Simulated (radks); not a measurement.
Task: The mean radii <r> (bohr) of the occupied orbitals of an atom or ion are listed with their occupations. All-electron calculation, Dirac Kohn-Sham, LDA (Slater exchange, Perdew-Wang correlation), spin-unpolarised, spherical densities, point nucleus. Program: a radial shooting solver on a logarithmic mesh with Libxc functionals.

orbital  occ.      <r>
1s1/2       2  0.03114
2s1/2       2   0.1347
2p1/2       2   0.1141
2p3/2       4   0.1192
3s1/2       2   0.3688
3p1/2       2   0.3603
3p3/2       4   0.3713
3d3/2       4   0.3438
3d5/2       6   0.3473
4s1/2       2   0.9006
4p1/2       2   0.9598
4p3/2       2   0.9892
4d3/2       4    1.239
4d5/2       6    1.254
5p1/2       2    3.051

Name the element and its charge. Open shells, if any, fill j = l - 1/2 first.

Result: Z = 47, silver, charge +1: Ag+ in [Ar] 3d10 4s2 4p4 4d10 5p2. The 1s radius gives Z: for a bare nucleus <r> = (2 gamma + 1)/(2Z) with gamma = sqrt(1 - (Z/c)^2), 0.03062 bohr for Z = 47, and screening makes it slightly larger (0.03114 here). The occupations add up to 46, and the charge is Z minus that.
